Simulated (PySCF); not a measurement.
Species: C5H7NS2.
Cartesian coordinates in Å at the GFN2-xTB level; atoms count from 1:
```
atom  x, y, z in Å
N1    -0.349    2.460    1.255
C2    -0.512    1.763    0.364
C3    -0.651    0.858   -0.745
C4    -1.199   -0.508   -0.319
C5    -0.386   -1.159    0.791
S6     1.262   -1.694    0.221
C7     1.904   -0.059   -0.216
S8     0.993    0.721   -1.577
H9    -1.296    1.309   -1.505
H10   -1.217   -1.164   -1.193
H11   -2.226   -0.371    0.033
H12   -0.250   -0.481    1.636
H13   -0.875   -2.069    1.136
H14    1.871    0.594    0.656
H15    2.926   -0.191   -0.560
```

The closed-shell SCF was solved with PySCF and density fitting under several settings on one GFN2-xTB geometry (grid level 2 and gas phase unless stated).

```
      settings  basis functions  SCF cycles      E (Eh)  HOMO (eV)  LUMO (eV)  dipole (D)
 PBE0/pcSseg-1              185          14  -1045.2199      -6.72      -0.37        2.60
PBE0/def2-SVPD              230          14  -1044.8787      -6.70      -0.51        2.69
```

Problem. Estimate the row for these settings: PBE0/pcseg-1.

Solution. 
```json
{"settings": "PBE0/pcseg-1", "basis functions": "155", "SCF cycles": "14", "E (Eh)": "-1045.1993", "HOMO (eV)": "-6.75", "LUMO (eV)": "-0.43", "dipole (D)": "2.62"}
```

Problem. Over all rows, what range does the HOMO–LUMO gap span?

Solution. From 6.19 eV (PBE0/def2-SVPD) to 6.35 eV (PBE0/pcSseg-1).

Problem. And the dipole moment?

Solution. From 2.60 D (PBE0/pcSseg-1) to 2.69 D (PBE0/def2-SVPD); the largest is 1.03 times the smallest, and the median is 2.62 D.

Problem. Compare two rows with the functional PBE0: PBE0/pcseg-1 and PBE0/def2-SVPD. Which energy is lower, and by how much?

Solution. PBE0/pcseg-1 (155 functions) lies 0.3206 Eh or 201 kcal/mol below PBE0/def2-SVPD (230 functions). The smaller set gives the lower energy; the two sets aren't nested, so the variational bound doesn't order them by size.

Whole jobs, the steps after the SCF included, on Intel Xeon Platinum 8488C, one thread, on a shared host:

```json
{"settings": "PBE0/pcSseg-1", "work after the SCF": "shieldings, ring-centre shieldings, charges and field gradients", "wall time": "28 s", "peak memory": "0.84 GiB"}
{"settings": "PBE0/def2-SVPD", "work after the SCF": "6 singlets by full TDDFT, 2 Tamm–Dancoff triplets, polarisability", "wall time": "36 s", "peak memory": "0.91 GiB"}
{"settings": "PBE0/pcseg-1", "work after the SCF": "spin–spin couplings from 13 perturbed nuclei, spin–dipole term for 1 of them", "wall time": "30 s", "peak memory": "0.82 GiB"}
```

Cycle counts include a coarse-grid stage where the run had one.

One conformer stands for the species.
